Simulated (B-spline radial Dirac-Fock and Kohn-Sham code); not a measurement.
# Two-hole binding energies of Hf⁴⁺

System: the Hf⁴⁺ ion in the configuration [Xe] 4f14.

Calculated with a radial finite-basis atomic code, using ΔSCF Dirac-Fock with Breit, self-energy and vacuum polarisation, finite nucleus, configuration average. U is the two-hole binding energy less the two single-hole energies, the effective repulsion of the holes after relaxation. Each two-hole energy is an average over J within one jj subconfiguration.

```
          holes  E(a) (eV)  E(b) (eV)  E(ab) (eV)  U (eV)
   2s⁻¹ 2p1/2⁻¹    11329.4    10790.0     22321.1   201.7
        2p1/2⁻²    10790.0    10790.0     21853.4   273.4
   2s⁻¹ 2p3/2⁻¹    11329.4     9611.6     21129.6   188.6
   2s⁻¹ 3p1/2⁻¹    11329.4     2419.4     13837.4    88.6
   2s⁻¹ 3d3/2⁻¹    11329.4     1767.5     13189.8    93.0
   2s⁻¹ 3d5/2⁻¹    11329.4     1712.8     13132.2    89.9
2p1/2⁻¹ 3p3/2⁻¹    10790.0     2163.5     13040.0    86.4
   2p3/2⁻¹ 3s⁻¹     9611.6     2656.5     12351.2    83.1
3p1/2⁻¹ 3p3/2⁻¹     2419.4     2163.5      4641.3    58.3
        3p3/2⁻²     2163.5     2163.5      4385.0    57.9
        3d3/2⁻²     1767.5     1767.5      3604.2    69.2
        5p1/2⁻²      88.10      88.10           ?       ?
4f5/2⁻¹ 4f7/2⁻¹      66.46      64.81       157.0    25.8
        4f7/2⁻²      64.81      64.81       154.8    25.2
```

Q: Give the missing two-hole energy and U.

A: E(ab) = 194.1 eV and U = 17.9 eV.
